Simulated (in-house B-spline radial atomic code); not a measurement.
Configurations of the scandium ion Sc⁵⁺, with energies counted from [Ne] 3s2 3p4. Method: scalar-relativistic (X2C) r2SCAN0, spin-polarised, spherical fractional occupations, Fermi nucleus of rms radius 3.5459 fm. Calculated with a radial B-spline atomic code at the basis-set limit. Shells without spins written out take the highest spin.

Caution: exact exchange at fractional occupations of open shells leaves self-interaction of up to several eV.

Occupations are held fixed; configurations that lie above the ionisation limit could autoionise.

| configuration | E - E(ref) (eV) | highest orbital | its <r> (bohr) |
| --- | --- | --- | --- |
| [Ne] 3s2 3p(2 up, 2 down) | 4.0105 | 3p up | 1.059 |
| [Ne] 3s2 3p3 4p1 | 60.598 | 4p up | 2.438 |
| [Ne] 3s1 3p4 4s1 | 77.834 | 4s up | 2.238 |
| [Ne] 3s(1 up, 0 down) 3p(2 up, 2 down) 4p(1 up, 0 down) | 93.937 | 4p up | 2.443 |
| [He] 2s2 2p5 3s2 3p4 4p1 | 458.22 | 4p up | 2.378 |
| [He] 2s2 2p(3 up, 2 down) 3s2 3p(3 up, 1 down) 4p(0 up, 1 down) | 459 | 4p down | 2.412 |
| [He] 2s2 2p5 3s2 3p4 4d1 | 468.82 | 4d up | 2.687 |

(1) Order these further configurations by energy, lowest first.
A. [Ne] 3s1 3p4 3d1
B. [Ne] 3s2 3p3 3d1
C. [Ne] 3s1 3p4 4d1
D. [Ne] 3s2 3p(2 up, 1 down) 4f(0 up, 1 down)
E. [Ne] 3s1 3p4 4f1

(2) How far above the reference does [Ne] 3s2 3p(1 up, 2 down) 4s(1 up, 0 down) lie?

(3) How far above the reference does [He] 2s2 2p5 3s2 3p4 4f1 lie?

(4) How far above the reference does [Ne] 3s2 3p3 4s1 lie?

## Answers

(1) B (29.283 eV), A (54.161 eV), D (86.735 eV), C (96.351 eV), E (103.04 eV).

(2) 61.785 eV; its least bound orbital is 4s up with <r> = 2.261 bohr.

(3) 476.52 eV; its least bound orbital is 4f up with <r> = 2.821 bohr.

(4) 52.599 eV; its least bound orbital is 4s up with <r> = 2.242 bohr.
